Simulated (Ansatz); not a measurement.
```yaml
crystal:
  periodic: [false, false, false]
  atoms:
    - {symbol: C, position_ang: [-0.794406, 0.834744, -0.172584]}
    - {symbol: C, position_ang: [0.232090, 0.538829, -0.466862]}
    - {symbol: In, position_ang: [0.869771, -1.255392, 0.380658]}
    - {symbol: H, position_ang: [-1.712935, 0.359932, 0.556216]}
    - {symbol: H, position_ang: [-1.384289, 1.927900, -0.268989]}
    - {symbol: H, position_ang: [0.818199, 1.280367, -0.950322]}
    - {symbol: H, position_ang: [2.431233, -1.847440, -0.269157]}
    - {symbol: H, position_ang: [-0.352719, -2.163923, 1.108833]}
basis:
  gaussian: {orbitals: x2c-TZVPPall}
hamiltonian: {xc: {name: rPW86-PBE}, dispersion: d4}
scf: {lower_state_search: off}
relax: {f_tol: 0.0001, max_steps: 2}
```

```sh
$ ansatz run in.yaml --threads 4 --pin off --events-out ev --progress --plain --max-ram 10444MiB
```

Output, abridged:

```
Functional definition: rPW86-PBE
1208 factors; their error is unknown
mean field evaluation 1: about -162210.7007 eV, gradient 8.8e1 eV
mean field evaluation 2: about -162110.9538 eV, gradient 1.8e2 eV
mean field evaluation 4: about -162228.3008 eV, gradient 1.4e1 eV
mean field evaluation 8: about -162228.7896 eV, gradient 1.3e-1 eV
mean field evaluation 16: about -162228.7687 eV, gradient 3.4e-4 eV
mean field -162228.76869210 eV, -5961.7972868258 hartree, gradient 2.9e-6 eV, S^2 0.000000; 0 other end points of the search recorded, 0 dependent functions left out
reference -162228.76880924 eV, -5961.7972911307 hartree; 33, 33 occupied and 159, 159 virtual orbitals, 1208 factors
relax step   1: F+E_penalty+E_count = -162228.92653362 eV  Δ(F+E_penalty+E_count) = +0.000e0 eV  max|allowed force component| = 2.682e1 eV/Å  Δτ_max = 0.0000 Å  (22 SCF iters, accepted)
1208 factors; their error is unknown
mean field evaluation 32: about -162231.8456 eV, gradient 1.6e-4 eV
mean field -162231.84558423 eV, -5961.9103605261 hartree, gradient 3.8e-6 eV, S^2 0.000000; 0 other end points of the search recorded, 0 dependent functions left out
reference -162231.84570136 eV, -5961.9103648305 hartree; 33, 33 occupied and 159, 159 virtual orbitals, 1208 factors
relax step   2: F+E_penalty+E_count = -162231.99973353 eV  Δ(F+E_penalty+E_count) = -3.073e0 eV  max|allowed force component| = 5.550e0 eV/Å  Δτ_max = 0.1925 Å  (27 SCF iters, accepted)
Error: geometry relaxation did not converge after 2 steps: max|allowed force component| = 5.55e0 eV/Å (threshold 1.0e-4). Raise `relax.max_steps` over both its present limit and 2, loosen `relax.f_tol`, or start from a geometry closer to equilibrium. Where this run's directory can be resumed (`checkpoint.write`), a resume goes on for up to `relax.max_steps` more
```

In this input the relaxation is allowed too few steps for its threshold. The run did not converge.
